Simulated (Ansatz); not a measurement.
Basis sets compared for Ge(eta1-allyl)H3 (C₃H₈Ge). The state is a singlet with charge 0. Geometry r2SCAN-D4/def2-SVP. Ansatz on 2 threads of Arm Neoverse V1 on a shared host; times are rough, and most runs start from earlier orbitals.

```csv
atom,x (Å),y (Å),z (Å)
C1,-0.717,-0.155,0.410
C2,0.269,0.959,0.529
C3,0.318,2.045,-0.255
Ge4,0.112,-1.780,-0.347
H5,-1.126,-0.438,1.395
H6,-1.563,0.124,-0.240
H7,1.031,0.846,1.314
H8,-0.415,2.206,-1.054
H9,1.089,2.808,-0.121
H10,1.331,-2.179,0.502
H11,0.572,-1.497,-1.785
H12,-0.900,-2.939,-0.349
```

Another isomer (singlet) lies 0.17 eV lower at PBE0-D4/def2-TZVP; other spin states weren't run for this one.

Binding counts from free atoms (C triplet, Ge triplet, H doublet) in the same basis, without a counterpoise term.

```tsv
level	functions	energy (Eh)	HOMO (eV)	LUMO (eV)	binding per atom (eV)	wall time
PBE-D4/def2-SVP	114	-2195.2693	-5.92	-0.73	3.82	1.8 s
PBE0-D4/def2-SVP	114	-2195.3492	-7.03	0.27	3.79	2.2 s
```

Task: Estimate the rows for PBE-D4/def2-TZVP (with forces), PBE0-D4/def2-TZVP.

Result: 
| level | functions | energy (Eh) | HOMO (eV) | LUMO (eV) | binding per atom (eV) | wall time |
| --- | --- | --- | --- | --- | --- | --- |
| PBE-D4/def2-TZVP (with forces) | 189 | -2195.6615 | -6.01 | -0.93 | 3.80 | 3.7 s |
| PBE0-D4/def2-TZVP | 189 | -2195.7367 | -7.07 | 0.06 | 3.76 | 4.3 s |
